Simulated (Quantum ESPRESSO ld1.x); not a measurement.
Question: These are the eigenvalues of the occupied orbitals of an atom or ion with whole-number occupations (eV). All-electron calculation, non-relativistic Kohn-Sham, LDA (Slater exchange, Perdew-Zunger correlation), spin-polarised, spherical densities, point nucleus. Program: ld1.x of Quantum ESPRESSO 7.5.

| orbital | eigenvalue |
|---|---|
| 1s up | -33009.0 |
| 1s down | -33006.3 |
| 2s up | -7025.00 |
| 2s down | -7021.87 |
| 2p up | -6785.49 |
| 2p down | -6782.81 |
| 3s up | -2907.32 |

Which element is it, and in what charge state? The configuration may be excited. Open shells, if any, are filled with parallel spins first.

Answer: Z = 52, tellurium, charge +41: Te41+ in [Ne] 3s1. The list shows which subshells hold electrons but not how many an open one holds; the 1s level, -1213.1 hartree, gives Z - s = 49.3 by -(Z - s)^2/2, which with screening narrows Z to a few neighbours, and the depths of the outer levels then fix element, charge and occupations together.
